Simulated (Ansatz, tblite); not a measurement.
Removing an electron: the cluster Sn₃⁻. Total charge -1; doublet. Geometry: r2SCAN-D4/def2-SVPD. Ansatz, gas phase; energy differences of separate SCF runs; the oxidised species is a triplet (the singlet lies 0.38 eV higher at PBE0-D4/def2-TZVPD).

```xyz
3

Sn    0.415   -0.198   -1.619
Sn   -0.851   -1.126    0.917
Sn    0.436    1.324    0.702
```

In the def2 sets Sn takes a core potential; there is no spin–orbit coupling. The xTB rows come from tblite. The structure comes from a short search, and lower isomers may exist.

Problem. Estimate orbital energies and vertical ionisation energies at: GFN1-xTB; GFN2-xTB; PBE-D4/def2-TZVPD; r2SCAN-D4/def2-TZVPD; PBE0-D4/def2-TZVPD.

Solution. 
```
               level  −HOMO (eV)  vertical IE (eV)  −LUMO (eV)  HOMO–LUMO gap (eV)                       remarks
            GFN1-xTB           –              6.23           –                   –                             –
            GFN2-xTB           –              5.30           –                   –                             –
   PBE-D4/def2-TZVPD       -0.05              2.09       -0.40                0.35  HOMO above zero (-1 doublet)
r2SCAN-D4/def2-TZVPD        0.12              2.11       -0.58                0.70                             –
  PBE0-D4/def2-TZVPD        0.66              2.12       -1.02                1.68                             –
```

  A HOMO above zero means that the electron is unbound at that level or that self-interaction error raises the level; the energy of removing that electron tells which. HOMO and LUMO are the levels of the spin that leaves or enters (xTB has no such levels and no spin-polarisation term). Other spin states of the ions may lie lower, which would lower the ionisation energy or raise the affinity. Raw xTB energy differences between charge states are shifted by several eV; the methods need an empirical correction for them.
